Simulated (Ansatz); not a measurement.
CH$_{3}$BrF$_{2}$Sn, singlet, geometry from GFN2-xTB (such geometries of metal compounds can be far from the true shape) (all electrons, no relativity); Ansatz (a first-principles code) with CASSCF(6,6)/STO-3G.

Input for Ansatz:
Ansatz 0.2 input:
```yaml
crystal:
  periodic: [false, false, false]
  atoms:
    - {symbol: C, position_ang: [-2.59647989, 0.09260316, 0.31061592]}
    - {symbol: Sn, position_ang: [-0.40197705, 0.36777014, 0.22588605]}
    - {symbol: F, position_ang: [0.25838551, 0.68441167, 2.07713863]}
    - {symbol: F, position_ang: [-0.02540493, 2.08239567, -0.71275836]}
    - {symbol: Br, position_ang: [1.20797391, -1.25782909, -0.75461244]}
    - {symbol: H, position_ang: [-2.77535931, -0.90675477, 0.68716205]}
    - {symbol: H, position_ang: [-2.96379961, 0.22730512, -0.69903374]}
    - {symbol: H, position_ang: [-2.95902093, 0.85807595, 0.98588691]}
basis:
  gaussian:
    orbitals: STO-3G
hamiltonian:
  xc: hf
magnetization: {spin_polarized: false}
correlation: {active_space: {window: {electrons: 6, orbitals: 6}}}
```

What the program printed (banner, timings and long lists left out):

```
Functional definition: HF
798 factors; integrals over basis functions are off by at most 4.2e-5 eV
mean field evaluation 1: about -237912.0271 eV, gradient 2.6e1 eV
mean field evaluation 2: about -237912.0868 eV, gradient 2.6e1 eV
mean field evaluation 4: about -237916.5710 eV, gradient 2.1e0 eV
mean field evaluation 8: about -237916.6043 eV, gradient 1.4e-4 eV
mean field -237916.60425468 eV, -8743.2739406930 hartree, gradient 2.9e-6 eV, S^2 0.000000; 0 other end points of the search recorded, 0 dependent functions left out
reference -237916.60425468 eV, -8743.2739406930 hartree; 56, 56 occupied and 7, 7 virtual orbitals, 798 factors
state -237918.39293592 eV, -8743.3396735163 hartree
Total energy: -237918.39293592 eV, -8743.3396735163 hartree
```
